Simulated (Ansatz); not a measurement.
`O/C=C(/Cl)[SeH]` + `[BH2][AlH][OH]` → `[OH][AlH][BH][SeH]` + `O/C=C\Cl`  (formal exchange of groups at the Se–C bond)

Calculated with Ansatz (gas phase, PBE0-D4/def2-TZVP geometries, no zero-point term in ΔE). CCSD(T)/CBS adds triple-zeta CCSD(T) − MP2 to the extrapolated MP2 energy (def2 sets, frozen cores). Double bonds are as drawn, so ΔE can hold a change between cis and trans. Functionals use def2-TZVPP. B3LYP here is the variant with VWN-RPA as its local correlation; programs differ in this. For Se outer-core shells are correlated without core-valence functions, which leaves a few kJ/mol of doubt a bond. Scalar relativity is left out up to krypton. Each species was taken in one conformer, which may not be the lowest.

```json
{"level": "B97M-V", "ΔE (kJ/mol)": "-184.4", "difference from CCSD(T)/CBS": "-3.2"}
{"level": "B3LYP-D4", "ΔE (kJ/mol)": "-176.0", "difference from CCSD(T)/CBS": "5.2"}
{"level": "r2SCAN0-D4", "ΔE (kJ/mol)": "-187.3", "difference from CCSD(T)/CBS": "-6.1"}
{"level": "ωB97X-V", "ΔE (kJ/mol)": "-173.7", "difference from CCSD(T)/CBS": "7.5"}
{"level": "r2SCAN", "ΔE (kJ/mol)": "-188.6", "difference from CCSD(T)/CBS": "-7.4"}
{"level": "B3LYP", "ΔE (kJ/mol)": "-178.1", "difference from CCSD(T)/CBS": "3.1"}
{"level": "r2SCAN0", "ΔE (kJ/mol)": "-187.7", "difference from CCSD(T)/CBS": "-6.5"}
{"level": "BHLYP", "ΔE (kJ/mol)": "-176.5", "difference from CCSD(T)/CBS": "4.7"}
{"level": "RPA@PBE/def2-TZVPP", "ΔE (kJ/mol)": "-173.7", "difference from CCSD(T)/CBS": "7.5"}
{"level": "HF/def2-SVP", "ΔE (kJ/mol)": "-173.9", "difference from CCSD(T)/CBS": "7.3"}
{"level": "CCSD/def2-SVP", "ΔE (kJ/mol)": "-182.2", "difference from CCSD(T)/CBS": "-1.0"}
{"level": "SCS-MP2/def2-TZVPP", "ΔE (kJ/mol)": "-170.6", "difference from CCSD(T)/CBS": "10.6"}
{"level": "CCSD/def2-TZVPP", "ΔE (kJ/mol)": "-176.3", "difference from CCSD(T)/CBS": "4.9"}
{"level": "MP2/def2-QZVPP", "ΔE (kJ/mol)": "-178.1", "difference from CCSD(T)/CBS": "3.1"}
{"level": "MP2/CBS(def2)", "ΔE (kJ/mol)": "-179.3", "difference from CCSD(T)/CBS": "1.9"}
{"level": "CCSD/CBS(def2)", "ΔE (kJ/mol)": "-177.9", "difference from CCSD(T)/CBS": "3.3"}
{"level": "CCSD(T)/CBS", "ΔE (kJ/mol)": "-181.2", "difference from CCSD(T)/CBS": "0"}
```

Largest T1 diagnostic among the species: 0.014.

At CCSD(T), def2-SVP lies −3.8 kJ/mol from the extrapolated value and def2-TZVPP +1.6 kJ/mol. Leaving LDA and LC-ωPBE aside and taking each functional with its dispersion term where it has one, the values, not all of them listed here, spread over 14.5 kJ/mol, from r2SCAN-D4 to ωB97X-V. LDA lies −10.9 kJ/mol from PBE without D4.
